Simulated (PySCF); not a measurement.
AlBrH2.
Z-matrix (Å and degrees, PBE0-D3(BJ)/def2-SVP geometry), rows numbered from 1:
```
Al
Br  1  2.2585
H   1  1.5800  2  117.73
H   1  1.5784  2  117.34  3  -179.76
```

Jobs on this species (4 atoms, 50 electrons) with PySCF (density fitting). Hardware of each: one thread, Intel Xeon 6975P-C (x86_64), shared host. The host was shared with other jobs, so the times are rough. Peak memory is the resident size of the whole Python process, interpreter and libraries included.

Problem. Rank these jobs by wall time, shortest first.
A. delta-SCF UKS PBE, pcX-2 on the ionised atom, pcseg-1 elsewhere, spin-free X2C; ΔSCF core ionisation, 2 holes; 97 basis functions
B. delta-SCF UKS PBE0, pcX-2 on the ionised atom, pcseg-1 elsewhere, spin-free X2C; ΔSCF core ionisation, 2 holes; 97 basis functions
C. PBE0-D3(BJ)/def2-SVP, grid level 1; geometry optimisation from a GFN2-xTB start shaken at random; 60 basis functions

Solution. A (1.4 s), B (2.5 s), C (4.3 s).

All jobs:

| level and settings | work | basis functions | SCF cycles | wall time | peak memory |
| --- | --- | --- | --- | --- | --- |
| delta-SCF UKS SCAN, pcX-1 on the ionised atom, pcseg-1 elsewhere, spin-free X2C | ΔSCF core ionisation, 2 holes | 77 | 22 | 1.3 s | 0.34 GiB |
| delta-SCF UKS PBE, pcX-2 on the ionised atom, pcseg-1 elsewhere, spin-free X2C | ΔSCF core ionisation, 2 holes | 97 | 24 | 1.4 s | 0.34 GiB |
| delta-SCF UKS SCAN, def2-TZVP on the ionised atom, pcseg-1 elsewhere, spin-free X2C | ΔSCF core ionisation, 2 holes | 74 | 24 | 1.6 s | 0.34 GiB |
| delta-SCF UKS SCAN, pcX-2 on the ionised atom, pcseg-1 elsewhere, spin-free X2C | ΔSCF core ionisation, 2 holes | 97 | 23 | 1.8 s | 0.29 GiB |
| delta-SCF UKS SCAN, pcX-2 on the ionised atom, pcseg-1 elsewhere, non-relativistic | ΔSCF core ionisation, 2 holes | 97 | 23 | 1.8 s | 0.34 GiB |
| delta-SCF UKS HF, pcX-2 on the ionised atom, pcseg-1 elsewhere, spin-free X2C | ΔSCF core ionisation, 2 holes | 97 | 22 | 2.1 s | 0.34 GiB |
| delta-SCF UKS PBE0, pcX-2 on the ionised atom, pcseg-1 elsewhere, spin-free X2C | ΔSCF core ionisation, 2 holes | 97 | 21 | 2.5 s | 0.34 GiB |
| delta-SCF UKS B3LYP, pcX-2 on the ionised atom, pcseg-1 elsewhere, spin-free X2C | ΔSCF core ionisation, 2 holes | 97 | 23 | 2.7 s | 0.34 GiB |
| PBE0-D3(BJ)/def2-SVP, grid level 1 | geometry optimisation from a GFN2-xTB start shaken at random | 60 | 32 | 4.3 s | 0.29 GiB |

Problem. What do all jobs in the table cost together?

Solution. About 20 s; the longest takes about 22 % of that, and about 3.3 times as long as the shortest.
